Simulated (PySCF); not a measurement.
PySCF input file for Al(All)(OH)2 (C3H7AlO2), SMILES C=C[CH2][Al]([OH])[OH], IEF-PCM-ωB97X/def2-SVP. The structure is a stationary point at B3LYP-D3(BJ)/def2-SVP. One conformer was computed; it need not be the lowest.

```python
import numpy as np
from pyscf import gto, scf, dft
from pyscf.solvent import pcm

mol = gto.M(
    atom='''
    Al    0.08977060    0.01387360    0.91636334
    C     0.21768771   -1.10480995   -0.69056085
    C    -0.51699123   -0.46841786   -1.82680833
    C     0.00690169    0.32892985   -2.76817967
    H    -0.16277929   -2.11393617   -0.46143679
    H     1.29442377   -1.20698195   -0.91867948
    H    -1.60150151   -0.64443259   -1.84935458
    H     1.08086822    0.54340178   -2.80484441
    H    -0.61600970    0.78167674   -3.54372849
    O    -0.17478719    1.69735451    0.81344367
    H    -0.30536009    2.13211071   -0.03567760
    O     0.25893865   -0.69671423    2.45301317
    H     0.22454002   -0.21153004    3.28263652
    ''',
    basis='def2-SVP',
    charge=0,
    spin=0,
    max_memory=1600,
    verbose=3,
)
mf = dft.RKS(mol, xc='wb97x').density_fit(auxbasis='def2-universal-jkfit')
mf.grids.level = 3
mf.conv_tol = 1e-9
mf.max_cycle = 100
mf.kernel()
res = {}
for name, eps in {'water': 78.355, 'N,N-dimethylformamide': 37.219, 'chloroform': 4.7113}.items():
    s = mf.PCM()
    s.with_solvent.method, s.with_solvent.eps, s.with_solvent.lebedev_order = 'IEF-PCM', eps, 29
    s.kernel(mf.make_rdm1())
    res[name] = (s.e_tot, eps, s.dip_moment(), s.mo_energy, s.converged)
    print(f'{name}: electrostatic solvation free energy {(s.e_tot - mf.e_tot) * 627.509474:.3f} kcal/mol')
```

It prints:

```
converged SCF energy = -511.146893677918

WARN: PCM is an experimental feature. It is still in testing.
Features and APIs may be changed in the future.

converged SCF energy = -511.161105464367
Dipole moment(X, Y, Z, Debye): -0.23449,  0.56980, -0.33259
water: electrostatic solvation free energy -8.918 kcal/mol

WARN: PCM is an experimental feature. It is still in testing.
Features and APIs may be changed in the future.

converged SCF energy = -511.160776703951
Dipole moment(X, Y, Z, Debye): -0.23299,  0.56390, -0.33456
N,N-dimethylformamide: electrostatic solvation free energy -8.712 kcal/mol

WARN: PCM is an experimental feature. It is still in testing.
Features and APIs may be changed in the future.

converged SCF energy = -511.156963428436
Dipole moment(X, Y, Z, Debye): -0.21654,  0.50811, -0.35489
chloroform: electrostatic solvation free energy -6.319 kcal/mol
```

Self-consistency was reached.
